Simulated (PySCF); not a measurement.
## Electron correlation in Hg+ (mercury, charge +1)

[Xe] 4f14 5d10 6p1, 2P determinant (an excited configuration). All numbers are calculated (PySCF 2.14, the spin-free X2C one-electron Hamiltonian (Gaussian nucleus), in ANO-RCC-VTZP). Frozen: [Xe] 4f14; 11 electrons correlated.

MP2 pair energies summed by pair of shells (mhartree):

| pair | energy | share (%) |
| --- | --- | --- |
| 5d-5d | -303.02 | 90.8 |
| 5d-6p | -30.82 | 9.2 |

Total MP2 correlation energy: -333.84 mhartree.

Same-spin part -118.91 and opposite-spin part -214.93 mhartree; SCS-MP2 scales them by 1/3 and 6/5 to -297.55 mhartree.

The basis was made for the ground configuration and has no added diffuse functions, which can raise the energy of the promoted electron.
